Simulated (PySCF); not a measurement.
# How methods differ on the ionisation energy of Te³⁷⁺

Te³⁷⁺ [Ne] 3s2 3p3 (4S) → Te³⁸⁺ [Ne] 3s2 3p2 (3P), as a difference of total energies. Computed with PySCF 2.14 in an uncontracted even-tempered set (16 s from 6.6 bohr⁻², ratio 2.5; 10 p from 8.6 bohr⁻², ratio 2.5; 4 d from 35 bohr⁻², ratio 2.7; 4 f from 52 bohr⁻², ratio 2.7), with the non-relativistic Hamiltonian (point nucleus). Correlated levels: outer shells: 1s2 frozen; virtual orbitals above 40 to 60 times the deepest correlated orbital energy dropped. The calculations carry no spin-orbit coupling.

| method | ionisation energy (eV) |
| --- | --- |
| UHF | 2545.9 |
| MP2 (outer shells) | 2546.2 |
| SCS-MP2 (outer shells) | 2545.9 |
| CCSD (outer shells) | 2545.8 |
| CCSD(T) (outer shells) | 2545.8 |

Spin-orbit coupling is strong in these open shells (close to jj coupling). The scalar numbers leave it out and a first-order estimate fails, so it can dominate the gap to the real levels.

All relativistic terms are absent from these numbers, so their closeness to the reference says little about the methods.

For comparison: 2552 ± 4 eV (theoretical estimate listed by NIST; NIST Atomic Spectra Database, ionization energies).
